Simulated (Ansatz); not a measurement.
Species: C3H7B, SMILES `C1(CC1)B` (charge 0, multiplicity 1), formula C3H7B.

Task: How many basis functions does Ansatz (a program for electronic structure) with frozen-core CCSD(T)/cc-pVTZ // PBE-D3(BJ)/def2-TZVP use, how many core orbitals are frozen, and how many electrons are correlated?

Result: 218 basis functions and 4 frozen orbitals, which leaves 22 correlated electrons. Core time is of the order of minutes.
